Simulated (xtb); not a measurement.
C5H4N (SMILES [c]1ccccn1), doublet, from a rough starting geometry; GFN2-xTB run with xtb.

xtb was given this input:
```
$ xtb mol.xyz --gfn 2 --uhf 1 --opt vtight --json

# file mol.xyz
10

N     -0.01697439     0.24516232     1.75770813
C      0.01828819     0.26095975    -1.03663649
C      0.02959443     1.32768149     1.03722308
C      0.03383998    -0.89384167     1.08531765
C     -0.03343448    -0.95827925    -0.34381030
C      0.01309114     1.38400547    -0.31478461
H      0.04405881     0.18527105    -2.15564400
H     -0.03448091    -1.81359847     1.61538135
H     -0.00855015    -1.97068331    -0.86648554
H      0.04194138     2.37950451    -0.86526469
```

**Question.** Predict the main parts of the log of this xtb run.

**Answer.** 
```
   ID    Z sym.   atoms
    1    7 N      1
    2    6 C      2-6
    3    1 H      7-10

           -------------------------------------------------
          |                Calculation Setup                |
           -------------------------------------------------

           -------------------------------------------------
          |                 G F N 2 - x T B                 |
           -------------------------------------------------

          ...................................................
          :                      SETUP                      :
          :.................................................:
          :  # basis functions                  28          :
          :  # atomic orbitals                  28          :
          :  # shells                           16          :
          :  # electrons                        29          :
          :  max. iterations                   250          :
          :  Hamiltonian                  GFN2-xTB          :
          :  restarted?                      false          :
          :  GBSA solvation                  false          :
          :  PC potential                    false          :
          :  electronic temp.          300.0000000     K    :
          :  accuracy                    1.0000000          :
          :  -> integral cutoff          0.2500000E+02      :
          :  -> integral neglect         0.1000000E-07      :
          :  -> SCF convergence          0.1000000E-05 Eh   :
          :  -> wf. convergence          0.1000000E-03 e    :
          :  Broyden damping             0.4000000          :
          :  net charge                          0          :
          :  unpaired electrons                  1          :
          ...................................................

 iter      E             dE          RMSdq      gap      omega  full diag
   1    -15.7748982 -0.157749E+02  0.531E+00    2.29       0.0  T
   2    -15.7897151 -0.148169E-01  0.342E+00    1.65       1.0  T
   3    -15.7704099  0.193053E-01  0.206E+00    2.43       1.0  T
   4    -15.7984508 -0.280409E-01  0.558E-01    1.82       1.0  T
   5    -15.8017655 -0.331477E-02  0.147E-01    1.97       1.0  T
   6    -15.8018828 -0.117311E-03  0.429E-02    1.98       1.0  T
   7    -15.8018849 -0.202891E-05  0.255E-02    1.97       1.2  T
   8    -15.8018864 -0.156784E-05  0.660E-03    1.98       4.8  T
   9    -15.8018866 -0.180921E-06  0.216E-03    1.98      14.6  T
  10    -15.8018867 -0.306601E-07  0.918E-04    1.98      34.4  T
  11    -15.8018867 -0.864475E-09  0.270E-04    1.98     117.2  T

   *** convergence criteria satisfied after 11 iterations ***

         :::::::::::::::::::::::::::::::::::::::::::::::::::::
         ::                     SUMMARY                     ::
         :::::::::::::::::::::::::::::::::::::::::::::::::::::
         :: total energy             -15.535908166607 Eh    ::
         :: gradient norm              0.139614984217 Eh/a0 ::
         :: HOMO-LUMO gap              1.977467629523 eV    ::
         ::.................................................::
         :: SCC energy               -15.801883825919 Eh    ::
         :: -> isotropic ES            0.004223534934 Eh    ::
         :: -> anisotropic ES          0.002035472665 Eh    ::
         :: -> anisotropic XC          0.014521879711 Eh    ::
         :: -> dispersion             -0.006659532338 Eh    ::
         :: repulsion energy           0.265975659312 Eh    ::
         :: add. restraining           0.000000000000 Eh    ::
         :: total charge               0.000000000000 e     ::
         :::::::::::::::::::::::::::::::::::::::::::::::::::::

      -----------------------------------------------------------
     |                   =====================                   |
     |                        A N C O P T                        |
     |                   =====================                   |
[...]
 * total energy  :   -15.5359082 Eh     change       -0.5488605E-09 Eh
 * total energy  :   -15.5484156 Eh     change       -0.1250744E-01 Eh
 * total energy  :   -15.5504751 Eh     change       -0.2059486E-02 Eh
 * total energy  :   -15.5507427 Eh     change       -0.2675991E-03 Eh
 * total energy  :   -15.5507979 Eh     change       -0.5524410E-04 Eh
 * total energy  :   -15.5508069 Eh     change       -0.8998495E-05 Eh
 * total energy  :   -15.5508087 Eh     change       -0.1799264E-05 Eh
 * total energy  :   -15.5508095 Eh     change       -0.7622831E-06 Eh
 * total energy  :   -15.5508096 Eh     change       -0.5784380E-07 Eh
   *** GEOMETRY OPTIMIZATION CONVERGED AFTER 9 ITERATIONS ***
         :: total energy             -15.550809557855 Eh    ::
[...]
        16                         -0.2538913              -6.9087 (LUMO)
        17                         -0.2326599              -6.3310
        18                         -0.1078512              -2.9348
        19                          0.1191778               3.2430
        20                          0.1279941               3.4829
        21                          0.1739942               4.7346
        22                          0.1768313               4.8118
        23                          0.2873962               7.8204
        24                          0.3842669              10.4564
        25                          0.4017002              10.9308
        26                          0.4531650              12.3312
       ...                                ...                  ...
        28                          0.6550623              17.8252
      -------------------------------------------------------------
                  HL-Gap            0.0626048 Eh            1.7036 eV
             Fermi-level           -0.3208736 Eh           -8.7314 eV

     #   Z          covCN         q      C6AA      α(0)
     1   7 N        1.845    -0.147    24.976     7.407
     2   6 C        2.941    -0.012    28.308     8.726
     3   6 C        2.004    -0.008    31.256     9.029
     4   6 C        2.911     0.057    26.729     8.478
     5   6 C        2.915    -0.042    29.054     8.839
     6   6 C        2.912    -0.021    28.529     8.758
     7   1 H        0.925     0.044     2.401     2.423
     8   1 H        0.925     0.045     2.389     2.417
     9   1 H        0.926     0.043     2.410     2.427
    10   1 H        0.926     0.043     2.409     2.427

 Mol. C6AA /au·bohr⁶  :       1442.888191
 Mol. C8AA /au·bohr⁸  :      35764.288146
 Mol. α(0) /au        :         60.931524

Wiberg/Mayer (AO) data.
largest (>0.10) Wiberg bond orders for each atom

 ---------------------------------------------------------------------------
     #   Z sym  total        # sym  WBO       # sym  WBO       # sym  WBO
 ---------------------------------------------------------------------------
     1   7 N    3.277 --     3 C    1.727     4 C    1.372     2 C    0.109
     2   6 C    3.988 --     6 C    1.438     5 C    1.426     7 H    0.960
                             1 N    0.109
     3   6 C    3.389 --     1 N    1.727     6 C    1.415     5 C    0.121
     4   6 C    3.974 --     5 C    1.448     1 N    1.372     8 H    0.963
                             6 C    0.131
     5   6 C    3.992 --     4 C    1.448     2 C    1.426     9 H    0.963
                             3 C    0.121
     6   6 C    3.984 --     2 C    1.438     3 C    1.415    10 H    0.968
                             4 C    0.131
     7   1 H    0.998 --     2 C    0.960
     8   1 H    0.998 --     4 C    0.963
     9   1 H    0.998 --     5 C    0.963
    10   1 H    0.998 --     6 C    0.968
 ---------------------------------------------------------------------------

Topologies differ in total number of bonds
Writing topology from bond orders to xtbtopo.mol

molecular dipole:
                 x           y           z       tot (Debye)
 q only:        0.000      -0.268      -0.482
   full:        0.001      -0.447      -0.879       2.508
molecular quadrupole (traceless):
                xx          xy          yy          xz          yz          zz
 q only:       -0.886       0.038       1.778      -0.031      -1.605      -0.893
  q+dip:       -2.701       0.088       3.382      -0.075      -3.300      -0.681
   full:       -0.079       0.040       2.286      -0.039      -2.870      -2.207

optimized geometry written to: xtbopt.xyz

           -------------------------------------------------
          | TOTAL ENERGY              -15.550809557855 Eh   |
          | GRADIENT NORM               0.000109816533 Eh/α |
          | HOMO-LUMO GAP               1.703563275212 eV   |
           -------------------------------------------------
```
